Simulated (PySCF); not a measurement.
Ga²⁺: ionisation energy

Ga²⁺ [Ar] 3d10 4s1 (2S) → Ga³⁺ [Ar] 3d10 (1S), as a difference of total energies. All numbers are calculated (PySCF 2.14, scalar relativity through the core potential, in aug-cc-pVDZ-PP with ECP10MDF (5s4p3d, 32 functions)). The calculations carry no spin-orbit coupling.

```tsv
method	ionisation energy (eV)
UHF	29.677
LDA	31.810
PBE	31.446
PBE0	31.105
BHandHLYP	31.053
B97-3	30.969
wB97X-V	30.790
```

**Question.** Estimate what BLYP gives.

**Answer.** 31.681 eV, closest to LDA among the rows shown.

**Question.** Estimate what r2SCAN gives.

**Answer.** 31.301 eV, closest to PBE among the rows shown.

For comparison: 30.726 eV (measured; NIST Atomic Spectra Database, ionization energies).
